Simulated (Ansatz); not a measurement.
Basis-set extrapolation for CH8BNSSi (PBE0-D4/def2-TZVP geometry, frozen core, the Gaussian-basis code of Ansatz). Multiplicity 1, RHF reference.

|  | def2-TZVPP | def2-QZVPP |
| --- | --- | --- |
| HF | -808.163173 | -808.188914 |
| MP2 correlation | -0.816374 | -0.874685 |
| CCSD(T) correlation | -0.913179 | not run |

Energies in hartree. Use E(X) = E(∞) + A·exp(−7.88·√X) for Hartree–Fock and E(X) = E(∞) + B·X^(−2.97) for correlation, with X = 3 and 4, and add CCSD(T) minus MP2 of the smaller set to the MP2 limit.

Task: What is the CCSD(T) energy at the basis-set limit?

Result: HF limit: -808.188914 + (-0.025741) × 0.13774 = -808.19246. MP2 limit: -0.874685 + (-0.058311) × 0.74074 = -0.91788. Higher-order term: -0.913179 − (-0.816374) = -0.09680. Total: -809.20714 hartree, 82.1 kcal/mol below CCSD(T)/def2-TZVPP.
